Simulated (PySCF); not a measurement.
**How methods differ on the excitation energy of Ir(2+)**

Ir(2+) [Xe] 4f14 5d7 (4F) → Ir(2+) [Xe] 4f14 5d6 6s1 (6D), as a difference of total energies. All numbers are calculated (PySCF 2.14, a scalar-relativistic core potential, in aug-cc-pwCVDZ-PP with ECP60MDF). Correlated levels: valence and next inner shell: nothing frozen outside the core potential. The calculations carry no spin-orbit coupling.

```tsv
method	excitation energy (eV)
UHF	1.366
MP2 (valence and next inner shell)	1.211
SCS-MP2 (valence and next inner shell)	1.579
CCSD (valence and next inner shell)	1.375
CCSD(T) (valence and next inner shell)	1.400
```

How much does correlation contribute at CCSD(T) (valence and next inner shell)?

1.400 − (1.366) = 0.034 eV, measured against UHF.
